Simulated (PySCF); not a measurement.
Ru²⁺: excitation energy

Ru²⁺ [Kr] 4d6 (5D) → Ru²⁺ [Kr] 4d5 5p1 (7P), as a difference of total energies. Computed with PySCF 2.14 in x2c-TZVPPall (8s6p6d2f1g, 79 functions), with the spin-free X2C one-electron Hamiltonian (Gaussian nucleus). Correlated levels: valence and next inner shell: [Ar] 3d10 frozen. The calculations carry no spin-orbit coupling.

```tsv
method	excitation energy (eV)
UHF	8.515
MP2 (valence and next inner shell)	9.199
SCS-MP2 (valence and next inner shell)	9.480
CCSD (valence and next inner shell)	9.225
CCSD(T) (valence and next inner shell)	9.242
```

**Question.** How much does correlation contribute at CCSD(T) (valence and next inner shell)?

**Answer.** 9.242 − (8.515) = 0.727 eV, measured against UHF.

The basis was made for the ground configuration and has no added diffuse functions, so the excitation energy can come out too high.
